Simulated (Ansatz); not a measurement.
**Ligand exchange: C3H7ClMg + C3H6 → C3H8Mg + C3H5Cl**

Species: C3H7ClMg `C[CH](C)[Mg][Cl]`, singlet; C3H6 (propene) `C=CC`, singlet; C3H8Mg `C[CH](C)[MgH]`, singlet; C3H5Cl (2-chloropropene) `C=C(C)Cl`, singlet. The partners trade Cl for H: Mg–Cl and C–H bonds give way to Mg–H and C–Cl.

Shapes, held fixed at every level: PBE0-D4/def2-TZVP. Programs: Ansatz 0.2.0. The zero-point and thermal change to 298 K, harmonic and unscaled (PBE0-D4/def2-TZVP), is -14.8 kJ/mol.

(1) Estimate ΔH(298 K) of this reaction.

Results:

(1) The highest level, CCSD(T)/def2-TZVPP, gives ΔH(298 K) = +240.1 kJ/mol; the levels span +224.7 to +264.8. The column of differences is taken from that level and isn't an error. No measured value is set beside it here. Correlated rows may include outer-core shells of Mg, which these sets cover unevenly.

```csv
level,kind,ΔH(298 K) (kJ/mol),less CCSD(T)/def2-TZVPP
HF/def2-TZVPP,Hartree–Fock,+264.8,+24.7
PBE-D4/def2-TZVPP,GGA,+224.7,-15.4
r2SCAN0-D4/def2-TZVPP,global hybrid,+245.4,+5.3
wB97M-V/def2-TZVPP,range-separated hybrid,+238.8,-1.3
B2PLYP/def2-TZVPP,double hybrid,+245.3,+5.2
CCSD/def2-TZVPP,coupled cluster or CI,+245.4,+5.3
CCSD(T)/def2-TZVPP,coupled cluster or CI,+240.1,0.0
```
